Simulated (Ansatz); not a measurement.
`CB(N)N` + `N[SiH](O)[SnH3]` → `NB(N)N` + `C[SiH](O)[SnH3]`  (redistribution)

Gas-phase electronic energies from Ansatz, PBE0-D4/def2-TZVP geometries. CBS: MP2 limit from def2 TZ/QZ plus the TZ coupled-cluster correction, frozen cores. This one scheme is used for every species. Functionals use def2-TZVPP. def2 core potentials past Kr. For Sn outer-core shells are correlated without core-valence functions, which leaves a few kJ/mol of doubt a bond. One conformer a species, not always the lowest.

```tsv
level	ΔE (eV)
PBE-D4	-0.07
PBE	-0.07
PBE0	-0.09
HF/def2-QZVPP	-0.10
```

Q: What does CCSD(T)/CBS give? (Best estimate.)

A: Computed: -0.07 eV. The listed levels differ from it by 0.00, 0.00, -0.02, -0.03 eV.

Largest T1 diagnostic among the species: 0.013.

In def2-TZVPP, CCSD(T) changes the Hartree–Fock value by +0.04 eV (the triples alone add +0.01 eV) and MP2 by +0.04 eV.
